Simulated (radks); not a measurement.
Results of a calculation; reference values are marked as such.
Problem. Eu53+, 10 electrons, occupied as [Ne]. Level of theory: Dirac Kohn-Sham, PBE, spin-unpolarised, spherical densities, point nucleus (a radial shooting solver on a logarithmic mesh with Libxc functionals).

Spin-orbit splittings of the eigenvalues, e(l+1/2) - e(l-1/2), with zeta = 2 splitting/(2l+1) and mean radii in bohr:

| shell | occ. | splitting (eV) | zeta (eV) | <r> j=l-1/2 | <r> j=l+1/2 |
|---|---|---|---|---|---|
| 2p | 6 | 675.0 | 450.0 | 0.07748 | 0.08387 |
| 3p | 0 | ? | ? | 0.2083 | 0.2175 |

Estimate the 3p splitting.

Solution. 183.4 eV (zeta = 122.3 eV).
